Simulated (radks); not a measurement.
Results of a calculation; reference values are marked as such.
All-electron atom: Kr33+ in [He] 2s1. Level of theory: scalar-relativistic Kohn-Sham, BLYP, spin-polarised, spherical densities, finite nucleus; open shells are filled with parallel spins first; Fermi nuclear charge, rms radius 4.1884 fm (a radial shooting solver on a logarithmic mesh with Libxc functionals).

Normalised radial functions P(r) = r R(r), r in bohr:

```
   r/bohr * 1s down, o 2s up (the largest magnitude, 4.42, reaches the edge; | marks zero, & curves that meet)
 0.003613                             |  o     *
 0.003977                             |  o      *
 0.004378                             |   o      *
 0.004819                             |   o      *
 0.005305                             |   o       *
 0.005839                             |    o       *
 0.006428                             |    o        *
 0.007075                             |    o         *
 0.007788                             |     o         *
 0.008505                             |     o          *
 0.009362                             |     o           *
  0.01031                             |      o           *
  0.01134                             |      o            *
  0.01249                             |      o              *
  0.01374                             |       o              *
  0.01513                             |       o               *
  0.01665                             |       o                *
  0.01833                             |       o                *
  0.02018                             |       o                 *
  0.02221                             |       o                  *
  0.02445                             |       o                  *
  0.02691                             |       o                  *
  0.02939                             |      o                   *
  0.03235                             |      o                   *
  0.03561                             |     o                   *
   0.0392                             |    o                   *
  0.04315                             |   o                   *
   0.0475                             | o                   *
  0.05228                             |o                   *
  0.05755                            o|                  *
  0.06335                          o  |                *
  0.06973                        o    |              *
  0.07676                      o      |            *
  0.08449                    o        |          *
    0.093                  o          |        *
   0.1016                o            |      *
   0.1118               o             |    *
   0.1231              o              |   *
   0.1355             o               |  *
   0.1491             o               | *
   0.1641              o              |*
   0.1807              o              |*
   0.1989                o            *
   0.2189                 o           *
    0.241                   o         *
   0.2652                     o       *
    0.292                       o     *
   0.3188                        o    *
   0.3509                          o  *
   0.3863                           o *
   0.4252                            o*
   0.4681                            o*
   0.5152                             &
   0.5672                             &
```

1s down: eigenvalue -16892.2 eV, 0 radial nodes, <r> = 0.0412 bohr, 90 % of the charge inside 0.0736 bohr. 2s up: eigenvalue -4059.7 eV, 1 radial node at r = 0.0546 bohr, <r> = 0.169 bohr, 90 % of the charge inside 0.257 bohr.
